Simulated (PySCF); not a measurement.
Screening by computed properties: pick the candidate that meets the target.

Each SMILES stands for a single optimised conformer of the isolated species, non-relativistic unless stated. Electronic properties by PySCF.

Dipoles, sizes and rotational constants follow the conformer. The torsions of the flexible species, by atom-mapped SMILES:
- `[CH3:1][C:2]([CH3:3])([CH3:4])[c:5]1[cH:6][cH:7][cH:8][cH:9][n:10]1`: C1–C2–C5–C6 60°
- `[CH3:1][N:2]([CH3:3])[CH2:4][c:5]1[cH:6][cH:7][cH:8][cH:9][cH:10]1`: C1–N2–C4–C5 -67°, N2–C4–C5–C6 141°
- `[CH3:1][C:2]([CH3:3])([CH3:4])[c:5]1[cH:6][cH:7][n:8][cH:9][cH:10]1`: C1–C2–C5–C6 0°
- `[CH3:1]/[CH:2]=[CH:3]\[CH:4]([CH3:5])[CH3:6]`: C2–C3–C4–C5 -119°
- `[CH3:1][CH2:2]/[CH:3]=[CH:4]\[CH2:5][CH3:6]`: C1–C2–C3–C4 113°, C3–C4–C5–C6 113°

Task: Wanted: vertical ionisation energy below 9.1 eV (ΔSCF PBE0/def2-SVPD) and dipole moment above 1 D (PBE0/def2-SVPD), at PBE0-D3(BJ)/def2-SVP geometries. Which candidate meets both?
A. `CN(C)CC1=CC=CC=C1`
B. `CC(C)(C)c1ccccn1`
C. `CC(C)(C)c1ccncc1`
D. `C[C@H]1C[C@H](C)C1`

Result: B. Computed values:
```csv
species,vertical ionisation energy,dipole moment
CN(C)CC1=CC=CC=C1,8.02 eV,0.62 D
CC(C)(C)c1ccccn1,8.99 eV,1.80 D
CC(C)(C)c1ccncc1,9.17 eV,2.92 D
C[C@H]1C[C@H](C)C1,10.00 eV,0.02 D
```

Task: Wanted: electronic spatial extent ⟨r²⟩ about the centre of nuclear charge above 1600 bohr² (PBE0/def2-SVPD) and static isotropic polarisability above 74 au (PBE0/def2-SVPD), at PBE0-D3(BJ)/def2-SVP geometries. Which candidate meets both?
A. `C/C=C\C(C)C`
B. `C[C@H]1C[C@H](C)C1`
C. `CN(C)CC1=CC=CC=C1`
D. `O=c1cc(F)cco1`
E. `CC(C)(C)C1=CC=CC=N1`

Result: C. Computed values:
```
            species  electronic spatial extent ⟨r²⟩ about the centre of nuclear charge  static isotropic polarisability
 C[C@H]1C[C@H](C)C1                                                          685 bohr²                          71.8 au
        C/C=C\C(C)C                                                          788 bohr²                          77.1 au
      O=c1cc(F)cco1                                                          836 bohr²                          64.7 au
CC(C)(C)C1=CC=CC=N1                                                         1513 bohr²                         111.7 au
  CN(C)CC1=CC=CC=C1                                                         1765 bohr²                         115.5 au
```

Task: Wanted: HOMO energy below -7 eV (PBE0/def2-SVPD) and lowest singlet excitation below 4.8 eV (TDDFT PBE0/def2-SVPD), at PBE0-D3(BJ)/def2-SVP geometries. Which candidate meets both?
A. `C[C@H]1C[C@H](C)C1`
B. `CC(C)(C)C1=CC=CC=N1`
C. `C/C=C\C(C)C`
D. `O=c1cc(F)cco1`
E. `CN(C)CC1=CC=CC=C1`

Result: D. Computed values:
```
            species  HOMO energy  lowest singlet excitation
 C[C@H]1C[C@H](C)C1     -8.08 eV                    7.81 eV
      O=c1cc(F)cco1     -7.40 eV                    4.73 eV
CC(C)(C)C1=CC=CC=N1     -7.20 eV                    4.84 eV
        C/C=C\C(C)C     -6.94 eV                    6.59 eV
  CN(C)CC1=CC=CC=C1     -6.23 eV                    4.96 eV
```

Task: Wanted: smallest rotational constant below 0.8 GHz (PBE0-D3(BJ)/def2-SVP) and HOMO–LUMO gap below 7 eV (PBE0/def2-SVPD), at PBE0-D3(BJ)/def2-SVP geometries. Which candidate meets both?
A. `C[C@H]1C[C@H](C)C1`
B. `CC(C)(C)c1ccccn1`
C. `CN(C)Cc1ccccc1`
D. `C(/C=C\CC)C`
E. `CC(C)/C=C\C`

Result: C. Computed values:
```
           species  smallest rotational constant  HOMO–LUMO gap
    CN(C)Cc1ccccc1                     0.696 GHz        5.98 eV
  CC(C)(C)c1ccccn1                     0.849 GHz        6.50 eV
       C(/C=C\CC)C                     1.473 GHz        7.34 eV
       CC(C)/C=C\C                     1.820 GHz        7.56 eV
C[C@H]1C[C@H](C)C1                     2.117 GHz        8.93 eV
```
